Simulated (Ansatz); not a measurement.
Geometry optimisation, Ansatz 0.2.0, UKS revPBE/def2-SVP.

Input:

```yaml
crystal:
  periodic: [false, false, false]
  atoms:
    - { symbol: Zn, position_ang: [0.0, 0.0, 0.0] }
    - { symbol: Cl, position_ang: [0.0, 0.0, 2.49] }
    - { symbol: Cl, position_ang: [0.0, 0.0, -2.24] }
    - { symbol: H, position_ang: [0.0, 0.0, 4.16] }
magnetization:
  spin_polarized: true
  initial_magnetization: 1
basis:
  gaussian: { orbitals: def2-SVP }
hamiltonian:
  xc: revpbe
relax:
  f_tol: 0.15
  max_steps: 25
  restrain:
    - { distance: [1, 3], at: 1.37, k: 30.0 }
    - { distance: [0, 1], at: 3.44, k: 30.0 }
```

Run as:

```bash
$ ansatz run input.yaml --threads 2 --pin off --max-ram 3072MiB --backend cpu --events-out ev --progress --plain --runs-dir out
```

Q: Where does it end, and by what steps?

A: The run converged. The restraints hold the end off the free minimum. After 4 steps the energy has fallen by 0.535 eV (the restraints' own energy left out); Cl2 moved furthest, 0.55 Å. Parted: Zn1–Cl2 (2.49 → 3.44 Å).

| step | energy less start (eV) | largest force component (eV/Å) | accepted |
| --- | --- | --- | --- |
| 0 | 0.0000 | 1.335 | yes |
| 1 | -0.2851 | 2.007 | yes |
| 2 | -0.4650 | 1.707 | yes |
| 3 | -0.5424 | 0.768 | yes |
| 4 | -0.5354 | 0.963 | yes |

```xyz
4
Properties=species:S:1:pos:R:3
Zn 0.000 0.000 -0.404
Cl 0.000 0.000 3.036
Cl 0.000 0.000 -2.596
H 0.000 0.000 4.375
```

Time of the run: 16 s on 2 threads of Intel(R) Xeon(R) Platinum 8259CL CPU @ 2.50GHz (Skylake/Cascade Lake) (shared host), peak memory 0.16 GiB.
